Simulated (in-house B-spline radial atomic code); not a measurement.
How numerical settings move a run on Cu³⁺, [Ar] 3d8. Computed with a B-spline radial code for spherical atoms: Dirac-Hartree-Fock, average of configuration, Fermi nucleus of rms radius 3.8823 fm.

Command:
```bash
python run_scf.py task.json out
```
Settings of the sound reference run:
```
Z                29
electrons        26
configuration    [Ar] 3d8
hamiltonian      dirac
method           hf
spin_polarised   False
nucleus          fermi
rms_radius       3.8823
mass_number      63
atomic_mass      62.9296
speed_of_light   137.036
knot_spacing     0.22
spline_order     8
gauss_points     12
box_radius       16.22
max_iterations   70
damping          0.5
damped_steps     3
diis_vectors     10
tolerance        1e-08
start            Thomas-Fermi
```

Run time, properties included: 0.85 s on 1 thread of AMD EPYC 9R45 96-Core Processor, on a shared host.

It converges in 10 iterations to -1651.260509 hartree, with 3d5/2 at -60.3711 eV. The other runs change the listed settings, some to values that make no sense; their results aren't properties of the atom or ion. Radii are in bohr (the nuclear one in fm), a minus after a letter asks for a j subshell, and «unchanged» means within 1e-8 hartree. The run stops when the residual is below 10 × tolerance × max(1, Z/10), or a noise floor if that is larger, and the energy moves by less than 1e-8 × √|E| hartree; so very loose and very tight tolerances often act alike.

```tsv
changed settings	outcome
electrons = 27, configuration = [Ar] 3d8 4s-1, max_iterations = 100	stopped with error: j subshells need the Dirac Hamiltonian and l > 0
start = bare nucleus	converged in 10 iterations, energy unchanged, 3d5/2 level -9.7e-06 eV
max_iterations = 5, damping = 0	not converged after 5 iterations, last residual 3.1e-01, last energy +2.69e+00 hartree from the reference
max_iterations = 3	not converged after 3 iterations, last residual 1.3e-01, last energy +3.64e-01 hartree from the reference
max_iterations = 2, damped_steps = 1	not converged after 2 iterations, last residual 5.6e-01, last energy +6.29e+00 hartree from the reference
method = tpss,tpss	stopped with error: meta-GGAs are not served with the Dirac Hamiltonian
knot_spacing = 2, max_iterations = 60, damping = 0.8, damped_steps = 8, tolerance = 1e-13	converged in 15 iterations, energy +2.12e+02 hartree from the reference, 3d5/2 level -2.1e+01 eV (the program warns: 3d5/2 reaches the box edge; 1s1/2 reaches the box edge)
max_iterations = 5	not converged after 5 iterations, last residual 1.5e-02, last energy +4.49e-03 hartree from the reference
gauss_points = 16	converged in 10 iterations, energy unchanged
```

**Question.** What happens with knot_spacing = 0.4, gauss_points = 6, max_iterations = 100?

**Answer.** Converged in 10 iterations, energy +1.92e-04 hartree from the reference, 3d5/2 level +6.7e-06 eV.

**Question.** What happens with electrons = 27, configuration = [Ar] 3d8 2f1, max_iterations = 60?

**Answer.** Stopped with error: there is no 2f shell.

**Question.** What happens with gauss_points = 3?

**Answer.** Converged in 10 iterations, energy +4.15e-05 hartree from the reference, 3d5/2 level +5.9e-06 eV.

**Question.** What happens with gauss_points = 5, box_radius = 0.97, max_iterations = 75, damping = 0.2, damped_steps = 0?

**Answer.** Converged in 6 iterations, energy +5.55e+01 hartree from the reference, 3d5/2 level +1.9e+02 eV (the program warns: 3d5/2 has a positive eigenvalue: unbound, held by the box; 3p1/2 has a positive eigenvalue: unbound, held by the box).
